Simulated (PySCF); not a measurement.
CH3S (SMILES [CH2-]S), charge -1, singlet, at a GFN2-xTB geometry (in this run its highest filled SCF level lies above zero, so its values depend strongly on the basis, on diffuse functions most of all); B3LYP/6-31G* in PySCF.

Input for PySCF:
```python
from pyscf import gto, scf, dft

mol = gto.Mole()
mol.atom = '''
    C    -0.183104    1.161382    0.015056
    S    -0.047967   -0.563722   -0.011490
    H     1.296026   -1.143098    0.019279
    H     0.257558    1.581188    0.936323
    H     0.312515    1.613166   -0.862102
'''
mol.basis = '6-31g*'
mol.charge = -1
mol.spin = 0
mol.verbose = 4
mol.build()

mf = dft.RKS(mol)
mf.xc = 'b3lyp'
mf.grids.level = 2
mf.kernel()
```

**Question.** What does PySCF print? Leave out banner, timings and long lists.

**Answer.** 
```
PySCF version 2.14.0

[INPUT] verbose = 4
[INPUT] num. atoms = 5
[INPUT] num. electrons = 26
[INPUT] charge = -1
[INPUT] spin (= nelec alpha-beta = 2S) = 0
[INPUT] symmetry False subgroup None
[INPUT] Mole.unit = angstrom
[INPUT] Symbol           X                Y                Z      unit          X                Y                Z       unit  Magmom
[INPUT]  1 C     -0.183104000000   1.161382000000   0.015056000000 AA   -0.346016412312   2.194693906000   0.028451716531 Bohr   0.0
[INPUT]  2 S     -0.047967000000  -0.563722000000  -0.011490000000 AA   -0.090644493017  -1.065280190392  -0.021712953171 Bohr   0.0
[INPUT]  3 H      1.296026000000  -1.143098000000   0.019279000000 AA    2.449134190316  -2.160142153538   0.036432029955 Bohr   0.0
[INPUT]  4 H      0.257558000000   1.581188000000   0.936323000000 AA    0.486714081191   2.988012271449   1.769394034131 Bohr   0.0
[INPUT]  5 H      0.312515000000   1.613166000000  -0.862102000000 AA    0.590567759818   3.048441933460  -1.629136671440 Bohr   0.0

nuclear repulsion = 49.85017934522
number of shells = 20
number of NR pGTOs = 90
number of NR cGTOs = 38
basis = 6-31g*
ecp = {}

******** <class 'pyscf.dft.rks.RKS'> ********
method = RKS
initial guess = minao
damping factor = 0
level_shift factor = 0
DIIS = <class 'pyscf.scf.diis.CDIIS'>
diis_start_cycle = 1
diis_space = 8
diis_damp = 0
SCF conv_tol = 1e-09
SCF conv_tol_grad = None
SCF max_cycles = 50
direct_scf = True
direct_scf_tol = 1e-13
XC library pyscf.dft.libxc version 7.1.2
    S. Lehtola, C. Steigemann, M. J. T. Oliveira, and M. A. L. Marques,  SoftwareX 7, 1–5 (2018)
XC functionals = b3lyp
    P. J. Stephens, F. J. Devlin, C. F. Chabalowski, and M. J. Frisch,  J. Phys. Chem. 98, 11623 (1994)
radial grids:
    Treutler-Ahlrichs [JCP 102, 346 (1995); DOI:10.1063/1.469408] (M4) radial grids

becke partition: Becke, JCP 88, 2547 (1988); DOI:10.1063/1.454033
pruning grids: <function nwchem_prune>
grids dens level: 2
symmetrized grids: False
atomic radii adjust function: <function treutler_atomic_radii_adjust>
small_rho_cutoff = 0
Set gradient conv threshold to 3.16228e-05
Initial guess from minao.
tot grids = 39072
init E= -438.001681857534
  HOMO = -0.229747029259253  LUMO = -0.01063870000652  gap/eV = 5.96224
cycle= 1 E= -437.93130342601  delta_E= 0.0704  |g|= 0.529  |ddm|= 2.16
  HOMO = 0.177483549132935  LUMO = 0.320317957945616  gap/eV = 3.88672
cycle= 2 E= -437.732200875908  delta_E= 0.199  |g|= 0.915  |ddm|= 3.29
  HOMO = 0.063047037247979  LUMO = 0.286112370746588  gap/eV = 6.06992
cycle= 3 E= -438.018572476291  delta_E= -0.286  |g|= 0.149  |ddm|=  2.6
  HOMO = 0.0618379034895078  LUMO = 0.266840792558941  gap/eV = 5.57841
cycle= 4 E= -438.02596354842  delta_E= -0.00739  |g|= 0.0302  |ddm|= 0.303
  HOMO = 0.0613636238063013  LUMO = 0.269189141819907  gap/eV = 5.65522
cycle= 5 E= -438.026244677489  delta_E= -0.000281  |g|= 0.00729  |ddm|= 0.0542
  HOMO = 0.0612743322217364  LUMO = 0.270103479388916  gap/eV = 5.68253
cycle= 6 E= -438.026265948435  delta_E= -2.13e-05  |g|= 0.00076  |ddm|= 0.018
  HOMO = 0.0611681795020167  LUMO = 0.270054437492829  gap/eV = 5.68408
cycle= 7 E= -438.02626612919  delta_E= -1.81e-07  |g|= 0.000179  |ddm|= 0.00144
  HOMO = 0.0611714328862938  LUMO = 0.270060833517534  gap/eV = 5.68417
cycle= 8 E= -438.026266139104  delta_E= -9.91e-09  |g|= 4.31e-05  |ddm|= 0.000352
  HOMO = 0.0611728887978926  LUMO = 0.270054606448292  gap/eV = 5.68396
cycle= 9 E= -438.026266139789  delta_E= -6.86e-10  |g|= 7.23e-06  |ddm|= 0.000101
  HOMO = 0.0611748810304031  LUMO = 0.270055248699452  gap/eV = 5.68392
Extra cycle  E= -438.026266139782  delta_E= 7.79e-12  |g|= 9.34e-06  |ddm|= 1.97e-05
converged SCF energy = -438.026266139782
```
